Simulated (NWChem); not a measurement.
Molecule: GeH$_{2}$S$_{2}$, singlet; SMILES [SH][Ge][SH]

```xyz
5

Ge     0.0000     0.0000     0.7638
S     -1.6743     0.0000    -0.7741
H     -2.6460     0.0000     0.1653
S      1.6743     0.0000    -0.7741
H      2.6460     0.0000     0.1653
```
Atoms are numbered in this order, from 1.

Low-valent species are run as closed-shell singlets; no triplet was tried in these runs. Coordinates come from a B3LYP/6-31G* (spherical d) optimisation.

Symmetry labels are those of C2v in the frame above (b1 and b2, or b-type labels, depend on it).

Q: List the 4 lowest vertical singlet excitations from B3LYP/def2-SVPD, TDA (NWChem).

A: 
```tsv
state	energy (eV)	oscillator strength	symmetry	leading excitation (squared amplitude)
S1	3.72	0.014	b2	HOMO → LUMO (0.98)
S2	4.14	0.068	b1	HOMO−1 → LUMO (0.90)
S3	5.00	0.007	a1	HOMO−2 → LUMO (0.82)
S4	5.25	0.000	a2	HOMO−3 → LUMO (0.98)
```
